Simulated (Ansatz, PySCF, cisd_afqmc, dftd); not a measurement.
Species: BeO, charge 0, singlet. BeO (SMILES [Be]=[O]).
B3LYP-D3(BJ)/def2-TZVP minimum from Ansatz (a first-principles code):
```xyz
2

Be     0.0000     0.0000    -0.8844
O      0.0000     0.0000     0.4422
```

Quantity: enthalpy of formation at 298 K (by atomisation, with rigid-rotor harmonic-oscillator terms from PySCF's Hessian at B3LYP-D3(BJ)/def2-TZVP and the atoms' measured values of the G2/97 table; no spin-orbit terms), in kJ/mol. UHF or UKS for unpaired electrons; spin-orbit terms are left out. Cores are frozen in correlated methods. No relativity. AFQMC is phaseless with a CISD trial state; ± is one standard error, without the phaseless bias. Outlying blocks are dropped, and bars are widened where a walk drifts. Over all cases where full CI ran beside it in this data, AFQMC minus full CI had a median of +0.1 mEh and passed +0.4 mEh in a tenth of the cases. CBS(X,Y): correlation extrapolated as X^-3, Hartree-Fock from the larger set. A bracket is a step between two methods taken in the basis named. Double hybrids freeze cores in their MP2 part. Full CI freezes restricted core orbitals, also for open shells; the composite that ends in it estimates full CI at the basis-set limit. Where a partner has so few electrons that a lower coupled-cluster level is exact, that level stands in. The T1 diagnostic of BeO ([Be]=[O], singlet) reaches 0.045 in the sets run. The restricted determinant of Be ([Be], singlet) is unstable towards broken spin symmetry in at least one set run.

| level | program | enthalpy of formation at 298 K (kJ/mol) | difference against the last row |
|---|---|---|---|
| r2SCAN/def2-TZVPD | Ansatz | 113.5 | -25.5 |
| B3LYP-D3(BJ)/def2-TZVPD | Ansatz + dftd3 | 123.8 | -15.2 |
| PBE0-D3(BJ)/def2-TZVPD | Ansatz + dftd3 | 144.1 | 5.1 |
| PBE0/def2-TZVPD | Ansatz | 145.3 | 6.3 |
| CAM-B3LYP-D4/def2-TZVPD | Ansatz + dftd4 | 128.3 | -10.7 |
| wB97M-V/def2-TZVPD | Ansatz | 136.8 | -2.2 |
| B2PLYP-D4/def2-TZVPD | Ansatz + dftd4 | 121.0 | -18.0 |
| MP2/def2-SVP | Ansatz | 155.2 | 16.2 |
| CCSD/def2-SVP | Ansatz | 271.1 | 132.1 |
| CCSD/CBS(def2-TZVPP,def2-QZVPP) | Ansatz | 176.5 | 37.5 |
| CCSD(T)/def2-SVP | Ansatz | 249.1 | 110.1 |
| CCSDT(Q)/def2-SVP | Ansatz | 242.2 | 103.2 |
| AFQMC/CISD/def2-TZVPP | cisd_afqmc | 190.1 ± 1.1 | 51.1 |
| CCSD(T)/CBS(def2-TZVPP,def2-QZVPP) + [CCSDT(Q) - CCSD(T)]/def2-TZVPP + [FCI - CCSDT(Q)]/def2-SVP | Ansatz | 138.1 | -0.9 |
| CCSD(T)/CBS(def2-TZVPP,def2-QZVPP) + [CCSDT(Q) - CCSD(T)]/def2-QZVPP + [FCI - CCSDT(Q)]/def2-SVP | Ansatz | 139.0 | 0.0 |
